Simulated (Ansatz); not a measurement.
Ansatz (a program for electronic structure) input (PBE0/def2-TZVP):

Ansatz 0.2 input:
```yaml
crystal:
  periodic: [false, false, false]
  atoms:
    - {symbol: N, position_ang: [-2.23882931, -0.78714241, -0.12681956]}
    - {symbol: C, position_ang: [-0.82854171, -0.35218243, -0.04464918]}
    - {symbol: C, position_ang: [0.23675889, -1.27558111, 0.06439000]}
    - {symbol: C, position_ang: [1.42908895, -0.61296277, 0.12279810]}
    - {symbol: S, position_ang: [1.23497617, 1.08871391, 0.04540058]}
    - {symbol: C, position_ang: [-0.46457859, 0.96150305, -0.06851679]}
    - {symbol: H, position_ang: [-2.51992642, -1.31917625, 0.70354416]}
    - {symbol: H, position_ang: [-2.86377232, 0.01941413, -0.20072244]}
    - {symbol: H, position_ang: [-2.40471811, -1.38106776, -0.94615654]}
    - {symbol: H, position_ang: [0.13665900, -2.35098617, 0.09774520]}
    - {symbol: H, position_ang: [2.41440925, -1.04137657, 0.20768154]}
    - {symbol: H, position_ang: [-1.08683018, 1.83910651, -0.14489716]}
basis:
  gaussian:
    orbitals: def2-TZVP
hamiltonian:
  xc: {name: PBE0}
total_charge: 1
```

End of the output:

```
integrals: 0.17 GiB planned
1410 factors; their error is unknown
0.37 GiB of the device are held for the grids
1.34 GiB of device memory are held for the factors and their scratch space
mean field: 1.20 GiB planned
mean field evaluation 1: about -16535.3099 eV, gradient 9.5e1 eV
mean field evaluation 2: about -16504.3912 eV, gradient 1.4e2 eV
mean field evaluation 4: about -16555.2989 eV, gradient 1.6e1 eV
mean field evaluation 8: about -16555.8993 eV, gradient 1.9e-1 eV
mean field evaluation 16: about -16555.9176 eV, gradient 4.0e-4 eV
mean field -16555.91760077 eV, -608.4187498242 hartree, gradient 6.7e-5 eV, S^2 0.000000; 0 other end points of the search recorded, 0 dependent functions left out
reference -16555.91763037 eV, -608.4187509121 hartree; 26, 26 occupied and 202, 202 virtual orbitals, 1410 factors
Total energy: -16555.91763037 eV, -608.4187509121 hartree
```

It need not be the lowest isomer of its formula.
